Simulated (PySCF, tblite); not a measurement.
Compound: C₆H₁₆OP₂.
SMILES with atom numbers: `[CH3:1][C:2]([CH3:3])([CH3:4])[P@:5]([CH3:6])(=[O:7])[CH2:8][PH2:9]` (hydrogens: H10, H11, H12 on C1; H13, H14, H15 on C3; H16, H17, H18 on C4; H19, H20, H21 on C6; H22, H23 on C8; H24, H25 on P9)

Jobs on this species (25 atoms, 90 electrons) with PySCF (density fitting) and tblite. Hardware of each: an Arm Neoverse V1 with one thread, shared host. Other jobs ran on the host; a repeat could differ by tens of per cent or more.

| level and settings | work | basis functions | SCF cycles | wall time |
| --- | --- | --- | --- | --- |
| PBE0/pcSseg-1 | shieldings, charges and field gradients, density and orbital grids written | 247 | ? | ? |
| GFN2-xTB | Hessian by finite differences | – | – | 1.4 s |
| GFN2-xTB | L-BFGS relaxation | – | – | 1.2 s |

Task: Fill in the missing figures.

Result: 
- PBE0/pcSseg-1; shieldings, charges and field gradients, density and orbital grids written: 79 s, 14 SCF cycles

Task: What do all jobs in the table cost together?

Result: About 82 s; the longest takes about 97 % of that, and about 66 times as long as the shortest.
